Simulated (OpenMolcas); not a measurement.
Rh4+ among 4 point charges of -2.5 e arranged as a square (D4h), 1.93 Å from the ion.
```
   1.9300    0.0000    0.0000  -2.50
   0.0000    1.9300    0.0000  -2.50
  -1.9300    0.0000    0.0000  -2.50
   0.0000   -1.9300    0.0000  -2.50
```

| Item | Value |
| --- | --- |
| Program | OpenMolcas 26.06 |
| Method | CASSCF |
| Basis | ANO-RCC-VDZP [6s5p3d1f] |
| Scalar Hamiltonian | DKH2, point nucleus |
| Active space | 5 electrons in 5 orbitals (4d) |
| State averaging | 2S+1 = 6 even, 1 root; 2S+1 = 4 even, 24 roots; 2S+1 = 2 even, 75 roots |
| Spin-orbit coupling | state interaction with AMFI integrals over the reference wave functions |

(1) What is the spin-free ground state (labels of D4, the rotations of D4h)?

(2) What are the lowest two levels with spin-orbit coupling?

(3) What is χT at 300 K, and how does it compare with the textbook value?

## Answers

(1) 6A1, 1-fold in its orbital part, 100 % from free-ion S terms; it has the highest spin that d5 allows.

(2) A 2-fold level E1/2 with g = 1.99, 5.98, 5.98, then a 2-fold level E3/2 14.7 cm-1 above it. Their leading multiplicities are 6 (98 %) and 6 (98 %).

(3) The lowest level has 2S+1 = 6, for which the spin-only value is χT = S(S+1) / 2 = 4.375 cm3 K/mol (g = 2). The computed 4.351 at 300 K differs by -0.024, through a little spin-orbit mixing out of the ground term, against the free-electron g of 2.0023, which raises it.

Without dynamic correlation the repulsion within the d shell is too large (B by tens of per cent), so at a given field states of lower spin stand too high. This shell can be high or low spin here, a state of another spin lies low, and with metal d orbitals alone active their balance is uncertain, so the ground spin may be wrong. Point charges give a weaker field than real ligands, and real ions of this kind are as a rule low spin; the high spin found here belongs to the model. Point charges carry no covalency, so the field is a model and not that of real ligands. No measured value stands beside these numbers.
